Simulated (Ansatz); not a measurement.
`O[SiH2][SiH2]P` + `C[Si](C)(O)Cl` → `C[Si](C)(O)P` + `O[SiH2][SiH2]Cl`  (redistribution)

Gas-phase electronic energies from Ansatz, PBE0-D4/def2-TZVP geometries. CCSD(T)/CBS is the MP2 limit (def2-TZVPP, def2-QZVPP) plus CCSD(T) − MP2 in def2-TZVPP, frozen cores. DFT in def2-TZVPP. B3LYP here is the variant with VWN-RPA as its local correlation; programs differ in this. Each species was taken in one conformer, which may not be the lowest.

```csv
level,ΔE (kcal/mol),difference from CCSD(T)/CBS
PBE-D4,8.3,0.2
r2SCAN-D4,8.8,0.7
B3LYP-D4,8.1,0.0
ωB97X-V,8.2,0.1
B2PLYP,8.4,0.3
r2SCAN,8.9,0.8
PBE0,8.7,0.6
MP2/def2-TZVPP,8.6,0.5
SCS-MP2/def2-TZVPP,8.2,0.1
CCSD/def2-TZVPP,8.6,0.5
HF/def2-QZVPP,8.4,0.3
MP2/def2-QZVPP,8.3,0.2
SCS-MP2/def2-QZVPP,8.0,-0.1
HF/CBS(def2),8.4,0.3
MP2/CBS(def2),8.1,0.0
CCSD/CBS(def2),8.1,0.0
CCSD(T)/CBS,8.1,0
```

Largest T1 diagnostic among the species: 0.013.
